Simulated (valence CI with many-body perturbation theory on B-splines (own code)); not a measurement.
# Level structure of Tb⁵¹⁺

Level of theory: configuration interaction combined with many-body perturbation theory (CI+MBPT): four valence electrons over a frozen Dirac-Fock core [Ne], radial functions for each j: 11 s, 11 p, 10 d, 8 f, 5 g, 2 h, with the one-electron correlation potential Σ1 (screened to all orders), the two-electron term Σ2, the three-electron term Σ3, Breit, model QED; selected single and double excitations, second order for the rest, scaled by the run's own slope (own B-spline code, finite nucleus).

The last digits are not significant, and no measured levels were compared; by estimate large intervals hold to a few tenths of a per cent, small ones and those within an open d or f shell to about a per cent. Among the levels kept, up to 590 cm⁻¹ of a level comes from second order outside the variational space, and about a tenth of that is noise between levels of different J, which matters for small intervals.

Levels 91 to 135 of 178, with energies above the lowest level, (3s^2 3p1/2^2) J=0. "Leading %" is the weight of the configuration and term that name the level; weights of strongly mixed levels are sums over their largest components and can fall short. In the jj column 3d3/2^4 stands for four electrons in 3d with j = 3/2. Lifetimes count E1, E2, E3, M1 and M2 decay at the calculated energies, and are blank where another channel may lead or the interval is too uncertain; long ones can be off by a factor of two.

```
No.  Configuration  Term  J  E (Ry)  Leading %  Lifetime      g                   Leading jj
 91        3s3p3d²   ⁵F°  2  67.659         33    650 fs  1.125      3s 3p1/2 3d3/2^2 (74 %)
 92        3s3p²3d    ⁵F  5  68.078         55   5.05 ps  1.300      3s 3p3/2^2 3d5/2 (98 %)
 93        3s3p²3d    ³D  1  68.283         49    595 fs  0.851      3s 3p3/2^2 3d3/2 (88 %)
 94        3s3p3d²   ⁵P°  1  68.434         20   2.93 ps  1.491  3s 3p1/2 3d3/2 3d5/2 (57 %)
 95        3s3p3d²   ⁵G°  3  68.474         20   2.30 ps  1.161  3s 3p1/2 3d3/2 3d5/2 (60 %)
 96        3s3p3d²   ⁵G°  4  68.512         49   6.07 ps  1.140  3s 3p1/2 3d3/2 3d5/2 (94 %)
 97        3s3p²3d    ³F  4  68.618         53   2.06 ps  1.273      3s 3p3/2^2 3d5/2 (87 %)
 98        3s3p²3d    ³P  0  68.657         77    553 fs             3s 3p3/2^2 3d3/2 (65 %)
 99        3s3p3d²   ⁵D°  2  68.740         30   1.75 ps  1.305  3s 3p1/2 3d3/2 3d5/2 (78 %)
100        3s3p²3d    ³D  2  69.063         50    625 fs  1.157      3s 3p3/2^2 3d3/2 (86 %)
101        3s3p3d²   ⁵P°  1  69.165         25   2.03 ps  1.525  3s 3p1/2 3d3/2 3d5/2 (47 %)
102        3s3p²3d    ³F  3  69.170         36    518 fs  1.013      3s 3p3/2^2 3d3/2 (85 %)
103        3s3p²3d    ³D  1  69.516         62    496 fs  0.909      3s 3p3/2^2 3d3/2 (87 %)
104        3s3p3d²   ³G°  5  69.775         36   5.36 ps  1.154  3s 3p1/2 3d3/2 3d5/2 (92 %)
105        3s3p3d²   ³G°  3  69.798         44   3.07 ps  0.998  3s 3p1/2 3d3/2 3d5/2 (91 %)
106        3s3p²3d    ³F  2  69.851         27    373 fs  1.047      3s 3p3/2^2 3d3/2 (84 %)
107        3s3p3d²   ³H°  4  69.962         48   3.80 ps  0.949  3s 3p1/2 3d3/2 3d5/2 (94 %)
108        3s3p3d²   ³F°  2  70.148         24   2.92 ps  1.008  3s 3p1/2 3d3/2 3d5/2 (85 %)
109        3s3p²3d    ³P  1  70.284         36    936 fs  1.400      3s 3p3/2^2 3d5/2 (85 %)
110        3s3p²3d    ³D  3  70.287         47   1.41 ps  1.206      3s 3p3/2^2 3d5/2 (87 %)
111        3s3p²3d    ³P  0  70.340         44    891 fs             3s 3p3/2^2 3d5/2 (52 %)
112        3s3p3d²   ³D°  1  70.591         52   1.98 ps  0.929  3s 3p1/2 3d3/2 3d5/2 (77 %)
113        3s3p3d²   ³P°  0  70.722         39   2.31 ps         3s 3p1/2 3d3/2 3d5/2 (80 %)
114        3s3p3d²   ⁵D°  3  70.855         31    831 fs  1.315  3s 3p1/2 3d3/2 3d5/2 (88 %)
115        3s3p3d²   ⁵D°  4  71.149         39   1.01 ps  1.299  3s 3p1/2 3d3/2 3d5/2 (75 %)
116        3s3p3d²   ⁵D°  2  71.244         24    790 fs  1.418  3s 3p1/2 3d3/2 3d5/2 (93 %)
117        3s3p²3d    ³D  3  71.311         78    915 fs  1.294      3s 3p3/2^2 3d5/2 (96 %)
118        3s3p²3d    ³F  4  71.459         62    713 fs  1.172      3s 3p3/2^2 3d5/2 (96 %)
119        3s3p²3d    ¹D  2  71.772         37   1.16 ps  1.190      3s 3p3/2^2 3d5/2 (84 %)
120        3s3p3d²   ³F°  2  71.906         26    683 fs  1.157  3s 3p1/2 3d3/2 3d5/2 (81 %)
121        3s3p3d²   ³G°  3  72.028         37    958 fs  0.979  3s 3p1/2 3d3/2 3d5/2 (91 %)
122        3s3p²3d    ¹D  2  72.265         43   1.02 ps  1.126      3s 3p3/2^2 3d5/2 (94 %)
123        3s3p²3d    ³D  3  72.348         48    720 fs  1.227      3s 3p3/2^2 3d5/2 (91 %)
124        3s3p3d²   ³D°  1  72.359         35    681 fs  1.019  3s 3p1/2 3d3/2 3d5/2 (79 %)
125        3s3p3d²   ³F°  4  72.672         37   2.14 ps  1.208      3s 3p1/2 3d5/2^2 (79 %)
126        3s3p²3d    ³P  1  73.124         38    597 fs  1.112      3s 3p3/2^2 3d5/2 (91 %)
127        3s3p3d²   ³D°  2  73.298         24   2.49 ps  1.301      3s 3p1/2 3d5/2^2 (94 %)
128        3s3p3d²   ³G°  5  73.329         26   4.16 ps  1.188      3s 3p1/2 3d5/2^2 (90 %)
129        3s3p²3d    ¹D  2  73.979         43    530 fs  1.101      3s 3p3/2^2 3d5/2 (90 %)
130        3s3p3d²   ³F°  3  74.117         28   2.85 ps  1.212      3s 3p1/2 3d5/2^2 (94 %)
131        3s3p3d²   ³G°  4  74.247         28   2.87 ps  1.076      3s 3p1/2 3d5/2^2 (87 %)
132        3s3p3d²   ³D°  3  74.498         29   1.87 ps  1.161      3s 3p1/2 3d5/2^2 (78 %)
133        3s3p3d²   ³D°  2  74.732         30   2.00 ps  1.104      3s 3p1/2 3d5/2^2 (82 %)
134        3s3p3d²   ³P°  1  74.982         31   1.68 ps  1.295      3s 3p1/2 3d5/2^2 (83 %)
135        3s3p3d²   ³P°  0  75.047         74   2.40 ps             3s 3p1/2 3d5/2^2 (91 %)
```
